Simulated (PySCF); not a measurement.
VO₂F, SMILES [O]=[V](=[O])[F], multiplicity 1. Coordinates come from a PBE-D3(BJ)/def2-SVP optimisation. The multiplicity is an assumed one; other spin states were not compared.

The numbers are results of PBE-D3(BJ)/def2-SVP in PySCF, not measurements.

Harmonic wavenumbers (cm⁻¹): 178, 252, 386, 741, 1072, 1076. Rotational constants (GHz): 8.694, 6.286, 3.897; symmetry number 1.

Q: Work out the zero-point energy and the ideal-gas rigid-rotor harmonic-oscillator thermochemistry at 298.15 K and 1 atm.

A: ZPE = ½ Σ hcν = ½ × 3706 cm⁻¹ = 22.17 kJ/mol. H − E(el) = 36.16 kJ/mol. Entropy in J/(mol K): translation 166.42, rotation 103.87, vibration 22.89, total 293.19. G − E(el) = -51.25 kJ/mol. Cp = 60.39 J/(mol K).
